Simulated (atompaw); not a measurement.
## How hard is this Ag (Z = 47) PAW (atompaw) potential?

| Item | Value |
| --- | --- |
| Element | Ag |
| Generator | atompaw 4.2.0.5 |
| Type | PAW |
| Functional | PBEsol |
| Relativity | scalar-relativistic |
| Frozen core | [Ar] 3d10 |
| Valence charge | 19 |
| Reference configuration | 4s2 4p6 4d10 5s0.75 5p0 (charge +0.25) |
| Partial waves | 4s (bound): rc 1.25 bohr; 5s (bound): rc 1.65 bohr; 4p (bound): rc 1.60 bohr; 5p (bound, empty): rc 1.85 bohr; 4d (bound): rc 1.85 bohr; 4d channel at 1.75 Ry: rc 1.85 bohr |
| Local potential | bessel scheme, radius 1.30 bohr |
| Core correction | smooth core density matched at 1.30 bohr |
| Augmentation charge | sinc compensation charge, radius 1.35 bohr; PAW radius 1.85 bohr; waves and projectors: custom polynom gramschmidtortho |

The pseudo-atom Hamiltonian at the reference potential is diagonalised in spherical Bessel functions j_l(qr) that vanish at 20 bohr, with q² up to the cutoff. All-electron valence levels (Ry): 4s -7.1209, 5s -0.4432, 4p -4.4421, 5p -0.1399, 4d -0.6887.

**Question.** How do the lowest levels (Ry) of each channel move with the cutoff, and are there ghosts?

**Answer.**

```tsv
cutoff (Ry)	s #1	s #2	s #3	p #1	p #2	p #3	d #1	f #1	Σ f·Δε (mRy)
8	-6.0834	-0.3697	-0.0308	-1.4870	-0.0758	0.0306	0.0020	0.0742	26767.5
12	-6.8257	-0.4264	-0.0370	-3.2884	-0.1254	0.0140	-0.2479	0.0742	11932.7
15	-6.9922	-0.4374	-0.0381	-4.0671	-0.1370	0.0112	-0.4500	0.0742	4899.0
21	-7.1129	-0.4429	-0.0386	-4.3869	-0.1397	0.0106	-0.6690	0.0742	543.7
30	-7.1193	-0.4430	-0.0386	-4.4394	-0.1398	0.0106	-0.6868	0.0742	38.1
40	-7.1201	-0.4432	-0.0386	-4.4401	-0.1399	0.0106	-0.6877	0.0742	23.5
45	-7.1205	-0.4432	-0.0386	-4.4411	-0.1399	0.0106	-0.6882	0.0742	11.6
55	-7.1208	-0.4432	-0.0386	-4.4419	-0.1399	0.0106	-0.6886	0.0742	2.6
70	-7.1208	-0.4432	-0.0386	-4.4420	-0.1399	0.0106	-0.6886	0.0742	1.4
80	-7.1208	-0.4432	-0.0386	-4.4420	-0.1399	0.0106	-0.6887	0.0742	0.7
100	-7.1209	-0.4432	-0.0386	-4.4421	-0.1399	0.0106	-0.6887	0.0742	0.2
400	-7.1209	-0.4432	-0.0386	-4.4421	-0.1399	0.0106	-0.6887	0.0742	0.0
```

Result: no extra level below or beside the all-electron valence levels (s, p, d, f tested); 10 mRy is reached at 50 Ry and 1 mRy at 80 Ry.
